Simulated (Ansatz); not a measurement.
Species: B2, charge 0, multiplicity 3. 
Structure (B3LYP-D3(BJ)/def2-TZVP (Ansatz, a quantum-chemistry and plane-wave program) minimum search):
```xyz
2

B      0.0000     0.0000    -0.7840
B      0.0000     0.0000     0.7840
```
Charge 0, spin multiplicity 3.

Basis-set convergence of Hartree-Fock and CCSD correlation energies (hartree) with Ansatz. Valence correlation only, unless marked. Open shells are spin-unrestricted. Spin-orbit coupling is left out. Non-relativistic. The program attaches cautions to a run behind CCSD/cc-pVDZ: large difference. The program attaches cautions to a run behind CCSD/cc-pVTZ: large difference. The program attaches cautions to a run behind CCSD/cc-pVQZ: large difference. The program attaches cautions to a run behind CCSD/cc-pV5Z: large difference.

The UHF reference is spin-contaminated (<S^2> 0.91 over the pure value in the largest basis). The T1 diagnostic of CCSD in the largest basis is 0.070, which is high, so the coupled-cluster rows are less sure than usual.

```tsv
basis	functions	E(HF)	E(corr, CCSD)
cc-pVDZ	28	-49.14412	-0.11302
cc-pVTZ	60	-49.15139	-0.12931
cc-pVQZ	110	-49.15383	-0.13430
cc-pV5Z	182	-49.15425	-0.13580
```

Extrapolating the two largest sets (X = 4 and 5) as X^-3: E(corr) = (125·(-0.13580) - 64·(-0.13430))/61 = -0.1374 Eh, an estimate of the basis-set limit. The largest set recovers 98.9 % of it, the smallest 82.3 %.
